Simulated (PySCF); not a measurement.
**Cu: excitation energy**

Cu [Ar] 3d10 4s1 (2S) → Cu [Ar] 3d9 4s2 (2D), as a difference of total energies. All numbers are calculated (PySCF 2.14, a scalar-relativistic core potential, in aug-cc-pVQZ-PP with ECP10MDF). Correlated levels: valence: 3s2 3p6 frozen. The calculations carry no spin-orbit coupling.

```tsv
method	excitation energy (eV)
UHF	-0.266
LDA	1.993
PBE	1.650
PBE0	1.263
r2SCAN	1.198
TPSSh	1.502
revPBE	1.653
M06-2X	1.368
MP2 (valence)	2.303
SCS-MP2 (valence)	1.815
```

Which method comes closest to the reference value, and which is furthest?

The reference is 1.490 eV (measured; NIST levels, between the centres of gravity of the two terms). Closest: TPSSh (error 0.012 eV); furthest: UHF (error -1.756 eV).
